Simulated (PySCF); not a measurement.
Effect of structural changes

Level of theory: TDA CAM-B3LYP/def2-TZVP excited states, vertical, gas phase (PySCF). Geometry: PBE0-D3(BJ)/def2-SVP.

Each molecule in one low-energy conformer.

**Question.** How does the vertical S1–T1 gap change along this series?
- C#C/C=C(\Cl)C(=C)Cl (H replaced by ethynyl)
- C=C(Cl)/C(Cl)=C/[SiH3] (H replaced by SiH3)
- C=C(Cl)/C(Cl)=C/C (H replaced by CH3)
- C=C(Cl)/C(Cl)=C/OC (H replaced by OCH3)
- C=C(Cl)/C(Cl)=C\C=O (H replaced by CHO)

**Answer.** 
```tsv
molecule	S1 (eV)	S1 from	f(S1)	T1 (eV)	T1 from	S1 − T1 (eV)	S0–T1 spin-orbit coupling (cm⁻¹)	S1–T1 spin-orbit coupling (cm⁻¹)
C#C/C=C(\Cl)C(=C)Cl	4.93	HOMO−2→LUMO	0.000	2.58	HOMO→LUMO	2.35	0.06	6.01
C=C(Cl)/C(Cl)=C/[SiH3]	5.64	HOMO→LUMO	0.786	3.00	HOMO→LUMO	2.64	0.15	0.38
C=C(Cl)/C(Cl)=C/C	5.90	HOMO→LUMO	0.769	3.12	HOMO→LUMO	2.78	0.09	0.22
C=C(Cl)/C(Cl)=C/OC	5.56	HOMO→LUMO	0.834	2.95	HOMO→LUMO	2.60	0.12	0.20
C=C(Cl)/C(Cl)=C\C=O	3.68	HOMO→LUMO	0.002	3.08	HOMO→LUMO	0.60	38.52	14.60
```
The vertical S1–T1 gap is lowest for C=C(Cl)/C(Cl)=C\C=O and highest for C=C(Cl)/C(Cl)=C/C.
